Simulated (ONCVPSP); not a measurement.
## Ba: one change to an ONCV potential, before and after

- Element: barium (Ba)
- Generator: ONCVPSP 4.0.1
- Type: optimised norm-conserving Vanderbilt (ONCV)
- Functional: LDA (Perdew-Zunger)
- Relativity: scalar-relativistic
- Frozen core: [Kr] 4d10
- Valence charge: 10
- Reference configuration: 5s2 5p6 6s1.5 6p0.5
- Partial waves: 5s+6s: rc 2.75 bohr, ncon 4, nbas 8, qcut 3.9 1/bohr, 2 projectors; 5p+6p: rc 2.75 bohr, ncon 5, nbas 8, qcut 5.8 1/bohr, 2 projectors; d scattering state at 0.05 Ha: rc 3.00 bohr, ncon 3, nbas 7, qcut 3.8 1/bohr, 3 projectors, debl 1.5 Ha
- Local potential: polynomial inside 1.80 bohr (lpopt 5, dvloc0 1 Ha)
- Core correction: Teter function, fcfact 2.5, rcfact 1.8

Change: all radii but the core radius scaled by about 1.10 (s 3.02, p 3.02, d 3.30 bohr); local potential polynomial inside 1.98 bohr (lpopt 5, dvloc0 1 Ha).

Cutoffs: the cutoffs (Ha) at which the residual kinetic energy of the hardest occupied pseudo-wave falls to 1 and 0.1 mHa per electron; they do not see the model core or the augmentation charge, which bear on the density cutoff. Errors are all-electron minus pseudo energies relative to the spin-unpolarised reference configuration.

Question: How do hardness, ghosts and transferability respond?

Answer: The potential gets softer (10 Ha and 13 Ha → 8.7 Ha and 11 Ha); the lowest positive-energy flag moves from s at 55.3 eV to none; of the 4 tests that both files solve, the error grows in 1 and shrinks in 0 by more than 15 % and 0.3 meV (median size 4.2 → 4.3 meV); neither file shows a bound ghost. A larger radius leaves more room for a smooth pseudo-wave, so fewer plane waves are needed.

| quantity | base | changed |
| --- | --- | --- |
| cutoff, loose | 10 Ha | 8.7 Ha |
| cutoff, tight | 13 Ha | 11 Ha |
| loose cutoff by channel | s 5.2 Ha, p 10 Ha | s 4.0 Ha, p 8.7 Ha |
| bound ghosts | none | none |
| GHOST(+) flags under 300 eV | s at 55.3 eV | none |
| error for 5s2 5p6 6s2 6p0, meV [ΔE -1.05 eV] | -0.3 | -0.3 |
| error for 5s2 5p6 6s1 6p0, meV [ΔE 4.50 eV] | -0.8 | -0.8 |
| error for 5s2 5p6 6s0 6p0, meV [ΔE 14.67 eV] | -7.6 | -7.9 |
| error for 5s1 5p6 6s2 6p0, meV [ΔE 37.92 eV] | -229 | -294 |
| rms error of d²Exc/dni dnj with the model core, mHa | 1.22 | 1.26 |
